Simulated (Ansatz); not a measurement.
C11H22N3Nb, SMILES `C[N]=[Nb]1234([N](C)C)([N](C)C)[C@@H]5[C@H]1[C@H]2[C@@]3(C)[C@@H]54` from Hartree–Fock to CCSD(T)

```xyz
37

C    -1.228    2.233    1.933
N    -0.673    1.105    1.283
Nb    0.121    0.029    0.135
N     1.629   -0.706    1.237
C     2.559   -1.666    0.706
C     1.968   -0.347    2.589
N    -1.215   -1.457   -0.046
C    -0.964   -2.599   -0.884
C    -2.517   -1.532    0.563
C     1.865    0.944   -1.405
C     1.239   -0.086   -2.138
C    -0.103    0.297   -2.355
C    -0.314    1.568   -1.776
C    -1.574    2.365   -1.832
C     0.912    1.961   -1.184
H    -2.324    2.179    1.960
H    -0.877    2.302    2.970
H    -0.953    3.172    1.433
H     2.293   -1.966   -0.311
H     3.589   -1.272    0.677
H     2.581   -2.582    1.316
H     2.969    0.110    2.648
H     1.244    0.360    2.989
H     1.982   -1.232    3.244
H    -1.021   -3.536   -0.311
H     0.032   -2.558   -1.333
H    -1.694   -2.677   -1.707
H    -2.683   -0.675    1.213
H    -2.621   -2.447    1.168
H    -3.319   -1.557   -0.192
H     2.886    0.945   -1.055
H     1.700   -1.004   -2.470
H    -0.854   -0.287   -2.869
H    -1.660    3.034   -0.974
H    -1.603    2.980   -2.736
H    -2.453    1.718   -1.844
H     1.080    2.882   -0.644
```

Charge 0, multiplicity 1. Correlated methods include outer-core shells of Nb, which these sets cover unevenly. Nb takes the def2 core potential. The structure was optimised at the PBE0-D4/def2-TZVP level. It is one conformer, not always the lowest. Frozen core, restricted reference, Ansatz.

| basis | HF (Eh) | MP2 corr. | CCSD corr. | (T) | CCSD(T) total |
| --- | --- | --- | --- | --- | --- |
| def2-SVP | -648.65640 | -2.44821 | -2.52244 | -0.11071 | -651.28955 |
| def2-TZVPP | -649.32767 | -3.03949 | – | – | – |
| def2-QZVPP | -649.35880 | -3.24243 | – | – | – |
